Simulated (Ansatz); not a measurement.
Relaxed structures of BSnH4Cl, singlet (PBE0-D4/def2-TZVP; forces vanish, vibrations not checked; lower isomers may exist, and structures with a doubtful reference or unclear bonds are left out; Å). Program: Ansatz 0.2.0. Basis: def2-TZVPP. Cores are frozen in the correlated methods. Filled d shells of the heavier atoms are correlated. Core potentials replace the inner electrons of the atoms past krypton. The def2 sets are not built for correlating such inner shells, so the correlated values are less sure here.

(1) Rank them by CCSD(T) energy, lowest first, and give each one's height above the lowest. Links in brackets join atoms within 1.22 times the sum of their covalent radii (1.1 for two metals). (Judge from chemistry; the value comes from the calculation.)
A.
a complex of BSnH₃ ([BH2][SnH]) + HCl
```
7
angstrom
Cl -1.4678 -1.1782 -1.0088
B 0.1884 0.0198 0.2922
Sn 0.7024 1.7912 -1.0315
H -1.6868 -2.1402 -0.1890
H 1.8135 2.2406 0.2792
H -0.5604 0.1692 1.2190
H 0.9279 -0.9254 0.3323
```
B.
BSnH₄Cl ([Cl][BH][SnH3])
```
7
angstrom
Cl -0.9194 -2.1802 1.1224
B -0.8512 -1.0136 -0.1622
Sn 0.5471 0.7486 -0.0100
H -1.5732 -1.2141 -1.0906
H 0.4378 1.7795 -1.3676
H 0.1950 1.6676 1.3865
H 2.1639 0.2121 0.1215
```
C.
BSnH₄Cl ([ClH][BH][SnH2])
```
7
angstrom
Cl -0.5064 -2.0986 1.3385
B -0.7681 -1.0310 -0.2159
Sn -0.0855 0.9022 0.0326
H -1.4051 -1.6223 -1.0236
H 0.2139 1.9753 -1.2500
H 0.8314 1.3531 1.3978
H -1.6567 -2.4002 1.9058
```

The T1 diagnostic stays at or below 0.016. The restricted Hartree–Fock reference is unstable towards an unrestricted one at one or more of these structures.

## Answers

(1) Computed: B (0.000 eV), A (1.649 eV), C (2.908 eV). Heights count from the lowest.

For scale, one of the runs: CCSD(T)/def2-TZVPP, 179 basis functions, launched by `ansatz run in.yaml --threads 2 --pin off --events-out ev --progress --plain --max-ram 4352MiB`. Time: 66 s of wall clock on 2 CPU threads of an Arm Neoverse V2; the host was shared. Peak host memory: 1.8 GiB.
